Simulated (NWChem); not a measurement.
BeHSeI; SMILES [SeH][Be][I]

Program: NWChem. This build's default masses of Se (78.918 u) and Br (79.917 u) are each other's, which moves their modes by up to 0.6 %. def2 effective core potentials on I; no spin-orbit coupling. B3LYP is NWChem's, with the RPA form of VWN correlation. Each level has its own optimisation; frequencies are unscaled. One conformer.

```tsv
level	r Be–I (Å)	r Be–Se (Å)	r H–Se (Å)	highest harmonic frequency (cm⁻¹)	lowest (cm⁻¹)	zero-point energy (kcal/mol)
B3LYP/3-21G (all-electron, non-relativistic)	2.187	2.023	1.498	2182	163	6.0
BLYP/def2-SVP (core potentials)	2.192	2.048	1.493	2300	167	6.1
PBE0/def2-SVP (core potentials)	2.173	2.032	1.475	2436	168	6.4
```
